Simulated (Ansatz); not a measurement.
Reactions of Cl2FH2NSi, SMILES `N[Si](F)(Cl)Cl`.

Program: Ansatz. Geometries: PBE0-D4/def2-TZVP. ΔE: electronic, gas phase. CCSD(T)/CBS adds triple-zeta CCSD(T) − MP2 to the extrapolated MP2 energy (def2 sets, frozen cores). This one scheme is used for every species. Functionals use def2-TZVPP. Open shells (•) are unrestricted, without spin–orbit coupling. For Ge outer-core shells are correlated without core-valence functions, which leaves a few kJ/mol of doubt a bond. Scalar relativity is left out up to krypton. One conformer a species, not always the lowest.

```tsv
reaction	PBE0-D4 (eV)	r2SCAN-D4 (eV)	HF/CBS(def2) (eV)
`N[Si](F)(Cl)Cl` + `N[SiH2]F` → `F[SiH2]N[Si](F)(Cl)Cl` + NH₃	-0.01	0.00	0.05
`N[Si](F)(Cl)Cl` + HCl → `N[Si](Cl)(Cl)Cl` + H–F	0.46	0.56	0.75
`N[Si](F)(Cl)Cl` + H₂O → `O[Si](F)(Cl)Cl` + NH₃	-0.37	-0.43	-0.46
`N[Si](F)(Cl)Cl` + `N[SiH3]` → `N[SiH2][Si](N)(Cl)Cl` + H–F	1.37	1.57	1.95
`N[Si](F)(Cl)Cl` + `[CH3]`• → `[NH][Si](F)(Cl)Cl`• + CH₄	0.38	0.38	0.29
`N[Si](F)(Cl)Cl` + `[OH][GeH3]` → `F[Si](Cl)(Cl)[O][GeH3]` + NH₃	-0.63	-0.66	-0.75
```

(1) Give the CCSD(T)/CBS values in the same order. (Estimate.)

Largest T1 diagnostic: 0.012, for `[NH][Si](F)(Cl)Cl`•.

Results:

(1) Computed: -0.03, 0.52, -0.38, 1.52, 0.45, -0.70 eV.
